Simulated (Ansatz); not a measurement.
`N[SiH]([SiH3])[InH2]` → `N[SiH2][InH2]` + `[SiH2]` at 600 K and 1 bar (silylene loss).

Calculated with Ansatz (gas phase, PBE0-D4/def2-TZVP geometries, no zero-point term in ΔE). CBS: MP2 limit from def2 TZ/QZ plus the TZ coupled-cluster correction, frozen cores. This one scheme is used for every species. def2 core potentials past Kr. For In outer-core shells are correlated without core-valence functions, which leaves a few kJ/mol of doubt a bond. One conformer a species, not always the lowest.

```json
{"species": "`N[SiH]([SiH3])[InH2]`", "CCSD(T)/CBS energy (Eh)": "-827.47915", "H − E (kJ/mol)": "268.2", "S (J/(mol·K))": "541.6"}
{"species": "`N[SiH2][InH2]`", "CCSD(T)/CBS energy (Eh)": "-537.19857", "H − E (kJ/mol)": "202.2", "S (J/(mol·K))": "436.7"}
{"species": "`[SiH2]`", "CCSD(T)/CBS energy (Eh)": "-290.19011", "H − E (kJ/mol)": "52.1", "S (J/(mol·K))": "233.9"}
```

H − E and S are ideal-gas, rigid-rotor, harmonic terms from PBE0-D4/def2-TZVP, for one conformer and one mirror image of each species. 1 Eh = 2625.50 kJ/mol, R = 8.31446 J/(mol·K).

Task: By hand: ΔE, ΔH, ΔS and ΔG.

Result: ΔE = (-537.19857) + (-290.19011) − (-827.47915) = 0.09047 Eh = 237.5 kJ/mol. Δ(H − E) = 202.2 + 52.1 − 268.2 = -13.9, so ΔH = 223.6 kJ/mol. ΔS = 436.7 + 233.9 − 541.6 = 129.0 J/(mol·K). ΔG = 223.6 − 600 × (129.0)/1000 = 146.2 kJ/mol.

Task: By hand: the equilibrium constant, and the temperature at which ΔG would vanish if ΔH and ΔS stayed fixed.

Result: log₁₀ K = −ΔG/(RT ln 10) = -12.7. ΔG = 0 at ΔH/ΔS = 1733 K.

The number of gas molecules changes by +1, which sets the sign of ΔS. A doubt of 5 kJ/mol in ΔE shifts log₁₀ K by 0.4 here. Other conformers and mirror images would add mixing entropy, several J/(mol·K) or more a flexible species. Modes under 60 cm⁻¹, often nearly free rotors, make the harmonic entropy too high. These are equilibria of isolated gas molecules and say nothing of rates. Largest T1 diagnostic: 0.014 (customary marks: 0.02 for closed shells, 0.045 for open ones).
